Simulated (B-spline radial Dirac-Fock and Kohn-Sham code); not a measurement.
Sm¹⁴⁺: K-LL lines in intermediate coupling

System: Sm¹⁴⁺ in the configuration [Kr] 4d10 4f1 5s1.

Input of the calculation (task.json; shells as n, l, electrons):

```json
{"items": [{
  "Z": 62,
  "q": 14,
  "cfg": [[1, 0, 2], [2, 0, 2], [2, 1, 6], [3, 0, 2], [3, 1, 6], [3, 2, 10], [4, 0, 2], [4, 1, 6], [4, 2, 10], [4, 3, 1], [5, 0, 1]],
  "A": 152,
  "rrms": 5.0819,
  "do": ["binding", "quiet", "double"]
}]}
```

Command: `python xray_run.py task.json out`

Model: Dirac-Fock energy differences between relaxed states, corrected for Breit and QED terms. Program: a B-spline atomic structure program. The two-hole levels come from diagonalising the Coulomb interaction among the jj configurations; intensities are independent-particle Coulomb rates. Kinetic energies are from the vacuum level. Electron correlation is not included. Open outer shells are spectators and are not coupled to the holes. The rates lack the Breit term, which in heavy atoms raises K-L1L1 and K-L1L2. Labels follow the leading weight; the literature often keeps the label of the LS limit.

```
kinetic energy (eV)  J  leading jj holes (weight)  leading LS term (weight)  intensity (%)
            30843.1  0                L1L1 (0.99)                ¹S0 (0.99)            9.7
            31276.8  1                L1L2 (0.99)                ³P1 (0.59)           14.2
            31313.6  0                L1L2 (1.00)                ³P0 (1.00)            1.5
            31665.1  0                L2L2 (1.00)                ³P0 (0.64)            2.6
            31853.4  1                L1L3 (0.99)                ¹P1 (0.59)           11.9
            31917.0  2                L1L3 (1.00)                ³P2 (1.00)            2.9
            32277.2  2                L2L3 (1.00)                ¹D2 (0.69)           40.4
            32299.1  1                L2L3 (1.00)                ³P1 (1.00)            0.1
            32852.0  0                L3L3 (1.00)                ¹S0 (0.64)            2.4
            32892.2  2                L3L3 (1.00)                ³P2 (0.69)           14.5
```

The strongest line, by its leading LS label ¹D2, lies at 32277.2 eV. The mean weight of the leading component is 1.00 in jj and 0.78 in LS coupling, so jj labels describe these levels better.
